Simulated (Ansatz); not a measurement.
Input for Ansatz (a first-principles code): R-HF/def2-TZVPP on diiodomethane (SMILES ICI), atoms moved off the minimum. Elements past Kr take the def2 small-core potentials; no spin–orbit coupling.

Ansatz 0.2 input:
```yaml
crystal:
  periodic: [false, false, false]
  atoms:
    - {symbol: I, position_ang: [-1.70672224, -0.05477861, 0.03202782]}
    - {symbol: C, position_ang: [-0.01186311, -1.12469531, -0.07643654]}
    - {symbol: I, position_ang: [1.84299127, -0.12645536, -0.03878224]}
    - {symbol: H, position_ang: [0.08059617, -1.71881533, 0.92628240]}
    - {symbol: H, position_ang: [-0.05339003, -1.76760442, -0.78203784]}
basis:
  gaussian:
    orbitals: def2-TZVPP
hamiltonian:
  xc: {name: HF}
scf: {lower_state_search: off}
output: {forces: true}
```

It printed:

```
WARN ansatz: RAYON_NUM_THREADS=6 ignored (pool sized by the plan → 6); use --threads N
Functional definition: HF
these checks for a lower state are left out or cut short: stability, starts, cluster_reference, orbital_swaps, neighbouring_geometries, increment
integrals: 0.08 GiB planned
1311 factors; their error is unknown
mean field: 0.51 GiB planned
mean field evaluation 1: about -17203.7257 eV, gradient 1.4e1 eV
mean field evaluation 2: about -17204.3442 eV, gradient 4.2e0 eV
mean field evaluation 4: about -17204.4180 eV, gradient 5.9e-1 eV
mean field evaluation 8: about -17206.6043 eV, gradient 4.0e0 eV
mean field evaluation 16: about -17206.6135 eV, gradient 2.3e-6 eV
mean field -17206.61354441 eV, -632.3313846955 hartree, gradient 2.3e-6 eV, S^2 0.000000; 0 other end points of the search recorded, 0 dependent functions left out
the calculation of the forces begins
reference -17206.61354441 eV, -632.3313846955 hartree; 29, 29 occupied and 130, 130 virtual orbitals, 1311 factors
Total energy: -17206.61354441 eV, -632.3313846955 hartree
Atom 0 at    -1.706722    -0.054779     0.032028 Å, force    -1.889883     1.341807    -0.065458 eV/Å
Atom 1 at    -0.011863    -1.124695    -0.076437 Å, force     2.044914     0.978248     7.752305 eV/Å
Atom 2 at     1.842991    -0.126455    -0.038782 Å, force     0.416351     0.398799    -0.407395 eV/Å
Atom 3 at     0.080596    -1.718815     0.926282 Å, force    -0.510908     1.176055    -2.362265 eV/Å
Atom 4 at    -0.053390    -1.767604    -0.782038 Å, force    -0.060474    -3.894909    -4.917187 eV/Å
Dipole moment:    -0.042207    -0.267953     0.017953 e Å
Checks for a lower state left out: stability, starts, cluster_reference, orbital_swaps, neighbouring_geometries, increment
```

The calculation finished and met its thresholds.

Cost: about 8 core-seconds (a rough figure).
